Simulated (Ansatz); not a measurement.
The cluster Nb₂O₄⁻, 6 atoms. Hardware: 4 threads of Intel Xeon on a shared host.

In the def2 sets Nb takes a core potential; there is no spin–orbit coupling. Correlated methods freeze 4 core orbitals; core or outer-core shells of Nb are correlated, in sets that lack core-valence functions.

**Question.** How many basis functions does each of these Ansatz runs have, and roughly what does it cost? PBE-D4/def2-TZVPD, charge -1 doublet, energy and forces, from earlier orbitals; PBE0-D4/def2-SVPD, charge -1 doublet, relaxation, 6 steps; PBE0-D4/def2-TZVPD, charge -1 doublet, energy, from earlier orbitals; MP2/def2-TZVPD, charge -1 doublet, energy, from earlier orbitals; PBE-D4/def2-SVP, charge -1 doublet, energy with a search over starts; RPA@PBE/def2-TZVPD, charge -1 doublet, energy, from earlier orbitals; LDA (SPW92)/def2-TZVPD, charge -1 doublet, energy, from earlier orbitals; revPBE-D4/def2-TZVPD, charge -1 doublet, energy, from earlier orbitals; BLYP-D4/def2-TZVPD, charge -1 doublet, energy, from earlier orbitals; r2SCAN-D4/def2-TZVPD, charge -1 doublet, energy, from earlier orbitals; HF/STO-3G, charge -1 doublet, energy.

**Answer.** Other jobs shared the machine, so times can vary by a factor of up to 3. A dash marks memory too small to be measured apart from the calling script's.

```
                                                                           run  functions  fitting or Cholesky vectors  wall time  peak host memory (GiB)
                                          HF/STO-3G, charge -1 doublet, energy         74                          960      1.9 s                       –
      LDA (SPW92)/def2-TZVPD, charge -1 doublet, energy, from earlier orbitals        240                         1372      2.1 s                       –
        revPBE-D4/def2-TZVPD, charge -1 doublet, energy, from earlier orbitals        240                         1372      3.8 s                       –
PBE-D4/def2-TZVPD, charge -1 doublet, energy and forces, from earlier orbitals        240                         1372      4.2 s                       –
          BLYP-D4/def2-TZVPD, charge -1 doublet, energy, from earlier orbitals        240                         1372      4.7 s                       –
          PBE-D4/def2-SVP, charge -1 doublet, energy with a search over starts        118                         1126      5.5 s                       –
          PBE0-D4/def2-TZVPD, charge -1 doublet, energy, from earlier orbitals        240                         1478        7 s                    0.93
              MP2/def2-TZVPD, charge -1 doublet, energy, from earlier orbitals        240                         1711      7.5 s                    0.77
        r2SCAN-D4/def2-TZVPD, charge -1 doublet, energy, from earlier orbitals        240                         1372      8.5 s                       –
          RPA@PBE/def2-TZVPD, charge -1 doublet, energy, from earlier orbitals        240                         1711        9 s                    0.88
                     PBE0-D4/def2-SVPD, charge -1 doublet, relaxation, 6 steps        160                         1384       22 s                       –
```
